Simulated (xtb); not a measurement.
In(H)(Br)(NH2) (BrH3InN), SMILES [NH2][InH][Br]. All values are semi-empirical tight-binding results from xtb (GFN2-xTB unless named), good for trends rather than for accurate numbers. The structure is a stationary point at GFN2-xTB. The values are those of a single conformer.

For metal compounds this method's bond lengths and energies can be far off.

```yaml
orbital_gap: 3.27 eV
zero_point_energy: 18.0 kcal/mol
G − E(el) at 298.15 K (modified RRHO): -1.8 kcal/mol
```
